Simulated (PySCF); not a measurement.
## PbO and its ions

PBE0; basis Pb aug-cc-pVDZ-PP with ECP60, O aug-cc-pVDZ; scalar-relativistic core potentials; PySCF 2.14. Neutral (UKS): singlet (closed shell), Re = 1.931 Å, ωe = 770 cm⁻¹, De = 4.54 eV, HOMO -7.38 eV, LUMO -2.31 eV.

PbO⁺ (UKS): doublet (π ↑), Re = 2.098 Å, ωe = 582 cm⁻¹. The energies at the minima are -267.99964 hartree for PbO and -267.67810 for PbO⁺.

(1) Work out the adiabatic ionisation energy, without and with harmonic zero-point energies (1 hartree = 27.2114 eV, 1 eV = 8065.5 cm⁻¹), and the change of the bond length.

PbO⁻ (UKS): doublet (π ↑), Re = 1.994 Å, ωe = 665 cm⁻¹, De = 3.76 eV to Pb + O⁻. The energies at the minima are -267.99964 hartree for PbO and -268.02230 for PbO⁻.

(2) Work out the adiabatic electron affinity, without and with harmonic zero-point energies (1 hartree = 27.2114 eV, 1 eV = 8065.5 cm⁻¹), and the change of the bond length.

These are scalar-relativistic numbers at best; spin–orbit coupling would shift them, the dissociation energy most. For an ion De counts to the pair picked by the measured ionisation energies or electron affinities, which need not be the lowest pair at this level. The highest Kohn–Sham level is positive in this anion. Much of that is self-interaction error, but it also means that the finite basis helps to hold the extra electron. States were picked by a PBE0 search and need not be the measured ground states.

Results:

(1) At PBE0: 0.32154 hartree = 8.750 eV between the minima; the zero-point term (582.0 − 770.0)/2 cm⁻¹ = -0.012 eV makes it 8.738 eV. Re changes by +16.7 pm against the neutral. Minus the HOMO energy is 7.38 eV, -1.37 eV from the value between the minima; self-interaction puts the Kohn–Sham level too high, less so with exact exchange. The electron leaves a π orbital; in so polar a molecule the change of length follows mostly from the change of the ionic charges.

(2) At PBE0: 0.02266 hartree = 0.617 eV between the minima; the zero-point term (770.0 − 665.0)/2 cm⁻¹ = +0.007 eV makes it 0.623 eV. Re changes by +6.3 pm against the neutral. The electron enters a π orbital; in so polar a molecule the change of length follows mostly from the change of the ionic charges.
